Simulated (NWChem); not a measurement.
Molecule: C₂H₅F₃Si; SMILES C[C@@H](F)[SiH](F)F

```xyz
11

C     -0.7660    -2.0081     0.4273
C      0.3745    -1.0178     0.3327
F      1.0740    -1.2202    -0.8485
Si    -0.2041     0.7767     0.3702
F      1.0541     1.7632     0.1652
F     -1.2180     1.0244    -0.8609
H     -0.3825    -3.0380     0.3734
H     -1.4819    -1.8617    -0.3953
H     -1.3054    -1.8941     1.3808
H      1.0802    -1.1792     1.1706
H     -0.8945     1.1483     1.6274
```
Atoms are numbered in this order, from 1.

Results from NWChem. Medium grid unless said otherwise, to which SCAN and Minnesota functionals are sensitive. Coordinates come from a PBE0/def2-SVP optimisation. B3LYP is NWChem's, with the RPA form of VWN correlation. Total energies of different functionals are on different scales.

```json
[
 {"level": "PBE/def2-TZVP", "energy (Ha)": "-668.0031", "highest occupied level (eV)": "-7.21", "orbital gap (eV)": "6.62", "dipole (D)": "2.94"},
 {"level": "B3LYP/def2-TZVP", "energy (Ha)": "-668.5750", "highest occupied level (eV)": "…", "orbital gap (eV)": "…", "dipole (D)": "…"},
 {"level": "PW6B95/def2-TZVP", "energy (Ha)": "-669.2190", "highest occupied level (eV)": "-8.88", "orbital gap (eV)": "9.26", "dipole (D)": "3.19"},
 {"level": "r2SCAN/def2-TZVP", "energy (Ha)": "-668.3539", "highest occupied level (eV)": "-7.53", "orbital gap (eV)": "7.34", "dipole (D)": "3.04"},
 {"level": "CAM-B3LYP/def2-TZVP", "energy (Ha)": "-668.4497", "highest occupied level (eV)": "-10.19", "orbital gap (eV)": "11.57", "dipole (D)": "3.23"},
 {"level": "Hartree-Fock/def2-TZVP", "energy (Ha)": "-666.2069", "highest occupied level (eV)": "-12.41", "orbital gap (eV)": "15.83", "dipole (D)": "3.52"}
]
```

**Question.** Fill in the missing entries.

**Answer.** 
- B3LYP/def2-TZVP, highest occupied level (eV): -8.54
- B3LYP/def2-TZVP, orbital gap (eV): 8.67
- B3LYP/def2-TZVP, dipole (D): 3.14
